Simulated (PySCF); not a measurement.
CH5ClF2Si2. Atoms are numbered in the order given.

```xyz
11

C     -2.1354    -0.5676    -0.0388
Si    -0.7924     0.7016     0.1122
F     -0.6055     1.1109     1.6747
F     -1.2187     2.0675    -0.6633
Si     1.2850    -0.0191    -0.6932
Cl     1.5203    -1.9386     0.1119
H     -1.8042    -1.5145     0.4158
H     -3.0530    -0.2323     0.4707
H     -2.3725    -0.7580    -1.0977
H      2.4188     0.8351    -0.2489
H      1.2993    -0.1292    -2.1782
```

Coordinates come from a B3LYP-D3(BJ)/def2-SVP optimisation. The structure was generated by enumeration, and PubChem lists no compound with its InChIKey, so it may never have been made. One conformer was computed; it need not be the lowest.

The numbers are results of PBE/def2-TZVP (PySCF), not measurements.

ESP charges are fitted to the potential on shells at 1.4 to 2.0 van der Waals radii. Atomic charges (e):

| atom | Löwdin | ESP fit | Mulliken |
|---|---|---|---|
| C1 | -0.44 | -0.78 | -0.48 |
| Si2 | -0.08 | 0.84 | 0.66 |
| F3 | 0.03 | -0.29 | -0.28 |
| F4 | 0.02 | -0.29 | -0.28 |
| Si5 | -0.10 | -0.10 | 0.16 |
| Cl6 | 0.19 | -0.10 | -0.23 |
| H7 | 0.14 | 0.20 | 0.15 |
| H8 | 0.14 | 0.23 | 0.15 |
| H9 | 0.14 | 0.21 | 0.14 |
| H10 | -0.02 | 0.05 | 0.00 |
| H11 | -0.02 | 0.03 | 0.00 |

Computed Mayer and Wiberg (Löwdin basis) orders of the bonds:
| bond | Mayer | Wiberg |
|---|---|---|
| C1–Si2 | 1.01 | 1.23 |
| Si2–F3 | 1.13 | 1.70 |
| Si2–F4 | 1.13 | 1.70 |
| Si2–Si5 | 0.89 | 1.03 |
| Si5–Cl6 | 1.13 | 1.80 |
| C1–H7 | 0.93 | 0.89 |
| C1–H8 | 0.94 | 0.89 |
| C1–H9 | 0.93 | 0.89 |
| Si5–H10 | 0.92 | 0.94 |
| Si5–H11 | 0.91 | 0.94 |
